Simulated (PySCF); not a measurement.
C₃H₉GaO, singlet, at a GFN2-xTB geometry (such geometries of metal compounds can be far from the true shape), atoms displaced at random by about 0.08 Å a coordinate; PySCF with TPSS/STO-3G, gradient.

PySCF was given this input:
```python
from pyscf import gto, scf, dft

mol = gto.Mole()
mol.atom = '''
    Ga    0.058128    0.049577    0.281326
    C    -0.285112   -1.204863    1.798944
    H     0.314925   -2.345086    1.617566
    H    -1.340700   -1.541086    1.856321
    H    -0.040013   -0.802136    2.850550
    C     1.051304    1.988929    0.442699
    H     1.700633    2.006857   -0.173185
    H     1.015404    2.185402    1.583036
    H     0.155980    2.698606   -0.091823
    O    -0.381113   -0.456658   -1.189112
    C    -0.734025   -0.668741   -2.499475
    H    -0.005282   -1.497429   -2.973238
    H    -1.711934   -0.907734   -2.639180
    H    -0.510621    0.049462   -3.127861
'''
mol.basis = 'sto-3g'
mol.charge = 0
mol.spin = 0
mol.verbose = 4
mol.build()

mf = dft.RKS(mol)
mf.xc = 'tpss'
mf.conv_tol = 1e-4
mf.kernel()
g = mf.nuc_grad_method()
grad = g.kernel()
```

What the program printed (banner, timings and long lists left out):

```
PySCF version 2.14.0

[INPUT] verbose = 4
[INPUT] num. atoms = 14
[INPUT] num. electrons = 66
[INPUT] charge = 0
[INPUT] spin (= nelec alpha-beta = 2S) = 0
[INPUT] symmetry False subgroup None
[INPUT] Mole.unit = angstrom
[INPUT] Symbol           X                Y                Z      unit          X                Y                Z       unit  Magmom
[INPUT]  1 Ga     0.058128000000   0.049577000000   0.281326000000 AA    0.109846000169   0.093686952078   0.531629091719 Bohr   0.0
[INPUT]  2 C     -0.285112000000  -1.204863000000   1.798944000000 AA   -0.538783594827  -2.276861087622   3.399511473430 Bohr   0.0
[INPUT]  3 H      0.314925000000  -2.345086000000   1.617566000000 AA    0.595121999779  -4.431570278552   3.056756728408 Bohr   0.0
[INPUT]  4 H     -1.340700000000  -1.541086000000   1.856321000000 AA   -2.533555815204  -2.912230474401   3.507938289279 Bohr   0.0
[INPUT]  5 H     -0.040013000000  -0.802136000000   2.850550000000 AA   -0.075613611422  -1.515817354654   5.386758804379 Bohr   0.0
[INPUT]  6 C      1.051304000000   1.988929000000   0.442699000000 AA    1.986676633660   3.758531091205   0.836579865619 Bohr   0.0
[INPUT]  7 H      1.700633000000   2.006857000000  -0.173185000000 AA    3.213730608397   3.792410101166  -0.327272218883 Bohr   0.0
[INPUT]  8 H      1.015404000000   2.185402000000   1.583036000000 AA    1.918835465788   4.129811252077   2.991504485327 Bohr   0.0
[INPUT]  9 H      0.155980000000   2.698606000000  -0.091823000000 AA    0.294759480910   5.099626258108  -0.173520321936 Bohr   0.0
[INPUT] 10 O     -0.381113000000  -0.456658000000  -1.189112000000 AA   -0.720199192511  -0.862958552592  -2.247096011434 Bohr   0.0
[INPUT] 11 C     -0.734025000000  -0.668741000000  -2.499475000000 AA   -1.387106218584  -1.263737338268  -4.723323205197 Bohr   0.0
[INPUT] 12 H     -0.005282000000  -1.497429000000  -2.973238000000 AA   -0.009981533390  -2.829730700981  -5.618605523150 Bohr   0.0
[INPUT] 13 H     -1.711934000000  -0.907734000000  -2.639180000000 AA   -3.235086403331  -1.715368653956  -4.987327393430 Bohr   0.0
[INPUT] 14 H     -0.510621000000   0.049462000000  -3.127861000000 AA   -0.964933843452   0.093469633573  -5.910800645708 Bohr   0.0

nuclear repulsion = 364.985972455723
number of shells = 29
number of NR pGTOs = 141
number of NR cGTOs = 47
basis = sto-3g
ecp = {}

******** <class 'pyscf.dft.rks.RKS'> ********
method = RKS
initial guess = minao
damping factor = 0
level_shift factor = 0
DIIS = <class 'pyscf.scf.diis.CDIIS'>
diis_start_cycle = 1
diis_space = 8
diis_damp = 0
SCF conv_tol = 0.0001
SCF conv_tol_grad = None
SCF max_cycles = 50
direct_scf = True
direct_scf_tol = 1e-13
XC library pyscf.dft.libxc version 7.1.2
    S. Lehtola, C. Steigemann, M. J. T. Oliveira, and M. A. L. Marques,  SoftwareX 7, 1–5 (2018)
XC functionals = tpss
    J. Tao, J. P. Perdew, V. N. Staroverov, and G. E. Scuseria,  Phys. Rev. Lett. 91, 146401 (2003)
    J. P. Perdew, J. Tao, V. N. Staroverov, and G. E. Scuseria,  J. Chem. Phys. 120, 6898 (2004)
    J. Tao, J. P. Perdew, V. N. Staroverov, and G. E. Scuseria,  Phys. Rev. Lett. 91, 146401 (2003)
    J. P. Perdew, J. Tao, V. N. Staroverov, and G. E. Scuseria,  J. Chem. Phys. 120, 6898 (2004)
radial grids:
    Treutler-Ahlrichs [JCP 102, 346 (1995); DOI:10.1063/1.469408] (M4) radial grids

becke partition: Becke, JCP 88, 2547 (1988); DOI:10.1063/1.454033
pruning grids: <function nwchem_prune>
grids dens level: 3
symmetrized grids: False
atomic radii adjust function: <function treutler_atomic_radii_adjust>
small_rho_cutoff = 0
Set gradient conv threshold to 0.01
Initial guess from minao.
tot grids = 165616
init E= -2092.79607776741
  HOMO = -0.440922745086656  LUMO = -0.315609518940334  gap/eV = 3.40995
cycle= 1 E= -2094.39826402825  delta_E= -1.6  |g|= 0.819  |ddm|= 4.35
  HOMO = 0.340207651476537  LUMO = 0.363824408146836  gap/eV = 0.64264
cycle= 2 E= -2051.99066227315  delta_E= 42.4  |g|= 8.35  |ddm|= 10.3
  HOMO = 0.159815145006799  LUMO = 0.183125322512303  gap/eV = 0.63430
cycle= 3 E= -2093.86952984527  delta_E= -41.9  |g|= 1.64  |ddm|= 9.68
  HOMO = 0.0813624449128576  LUMO = 0.091956513642355  gap/eV = 0.28828
cycle= 4 E= -2093.08478912854  delta_E= 0.785  |g|= 1.94  |ddm|= 3.55
  HOMO = 0.0411425087514987  LUMO = 0.0737328364742978  gap/eV = 0.88683
cycle= 5 E= -2094.68838833871  delta_E= -1.6  |g|= 0.174  |ddm|= 3.36
  HOMO = 0.0388257559519076  LUMO = 0.0442703035225998  gap/eV = 0.14815
cycle= 6 E= -2094.68801965953  delta_E= 0.000369  |g|= 0.196  |ddm|= 0.612

WARN: HOMO 0.0404377570394856 == LUMO 0.0406446297554067

cycle= 7 E= -2094.45543481103  delta_E= 0.233  |g|= 0.904  |ddm|= 2.19

WARN: HOMO 0.0404748467442387 == LUMO 0.0408438672592016

cycle= 8 E= -2093.77358968787  delta_E= 0.682  |g|= 1.59  |ddm|= 1.51
  HOMO = 0.039246419497007  LUMO = 0.0417711093040247  gap/eV = 0.06870
cycle= 9 E= -2093.5451789338  delta_E= 0.228  |g|= 1.64  |ddm|= 0.568
  HOMO = 0.0343254727254445  LUMO = 0.0456921324428415  gap/eV = 0.30930
cycle= 10 E= -2093.4418552911  delta_E= 0.103  |g|= 1.64  |ddm|= 0.327
  HOMO = 0.0326076994457618  LUMO = 0.0430702099384914  gap/eV = 0.28470
cycle= 11 E= -2093.4838097505  delta_E= -0.042  |g|= 1.61  |ddm|= 0.0798
  HOMO = 0.0272702836067662  LUMO = 0.0300925722732822  gap/eV = 0.07680
cycle= 12 E= -2094.65321370519  delta_E= -1.17  |g|= 0.343  |ddm|=  2.7
  HOMO = 0.0273128349809301  LUMO = 0.0364342934780726  gap/eV = 0.24821
cycle= 13 E= -2094.69940197998  delta_E= -0.0462  |g|= 0.0751  |ddm|= 1.44
  HOMO = 0.025223007592646  LUMO = 0.0395686192408105  gap/eV = 0.39036
cycle= 14 E= -2094.70094907646  delta_E= -0.00155  |g|= 0.0177  |ddm|= 0.35
  HOMO = 0.029235672406812  LUMO = 0.0392954201405827  gap/eV = 0.27374
cycle= 15 E= -2094.70138877051  delta_E= -0.00044  |g|= 0.00814  |ddm|= 0.301
  HOMO = 0.0299882668523134  LUMO = 0.0389203447620656  gap/eV = 0.24305
cycle= 16 E= -2094.70135281228  delta_E= 3.6e-05  |g|= 0.0126  |ddm|= 0.0968
  HOMO = 0.0311080600296626  LUMO = 0.0386476737741411  gap/eV = 0.20516
cycle= 17 E= -2094.7013983466  delta_E= -4.55e-05  |g|= 0.00774  |ddm|= 0.0837
  HOMO = 0.0380573594764749  LUMO = 0.0399313927901107  gap/eV = 0.05100
Extra cycle  E= -2094.69861679534  delta_E= 0.00278  |g|= 0.0879  |ddm|= 0.277
SCF not converged.
SCF energy = -2094.69861679534

WARN: Ground state RKS not converged

******** <class 'pyscf.grad.rks.Gradients'> for <class 'pyscf.dft.rks.RKS'> ********
unit = Eh/Bohr
grid_response = False
--------------- RKS gradients ---------------
         x                y                z
0 Ga     0.0209035864     0.0321104834     0.0752617165
1 C    -0.0418343858     0.0409735042     0.0231525782
2 H     0.0326031629    -0.0796866497    -0.0162370213
3 H     0.0026139897    -0.0046567250     0.0020567043
4 H    -0.0008605128     0.0134090033     0.0295345442
5 C     0.3343534638     0.0141937059    -0.1694040568
6 H    -0.2315825638    -0.0116870520     0.1674219848
7 H    -0.0265869380    -0.0039775427     0.0468027055
8 H    -0.0546409309     0.0376688980    -0.0402327986
9 O    -0.0372297799    -0.0426780263    -0.1592194477
10 C    -0.0996889790     0.1126989120    -0.0254505813
11 H     0.0376968631    -0.0161266783    -0.0243288465
12 H     0.0908940894     0.0312674258     0.0072386589
13 H    -0.0265767244    -0.1236152564     0.0833703500
----------------------------------------------
```

Convergence was not reached.
